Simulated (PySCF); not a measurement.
**Fe³⁺ (iron, charge +3) across methods**

[Ar] 3d5, high-spin 6S determinant. Calculation: PySCF 2.14, in aug-cc-pVQZ-DK; the spin-free X2C one-electron Hamiltonian (Gaussian nucleus).

| method | E (hartree) | mean ε 3p α (eV) | mean ε 3p β (eV) | mean ε 3d α (eV) | Σ⟨r²⟩ (bohr²) | ⟨S²⟩ |
| --- | --- | --- | --- | --- | --- | --- |
| PBE | -1270.321 | -98.982 | -93.044 | -45.190 | 13.12 | 8.750 |
| PBE0 | -1270.372 | -104.29 | -96.188 | -48.122 | 13.03 | 8.751 |
| r2SCAN | -1270.560 | -101.48 | -93.764 | -45.719 | 13.01 | 8.751 |
| UHF | -1269.51008 | -119.28 | -103.91 | -56.097 | 12.88 | 8.751 |
| LDA | -1267.986 | -98.838 | -93.179 | -45.405 | 13.14 | 8.750 |
| M06-2X | -1270.611 | -108.37 | -99.426 | -50.996 | 12.97 | 8.751 |
| BLYP | -1270.629 | -98.716 | -92.988 | -44.997 | 13.15 | 8.751 |
| MN15 | -1271.334 | -102.60 | -97.921 | -48.779 | 13.09 | 8.750 |
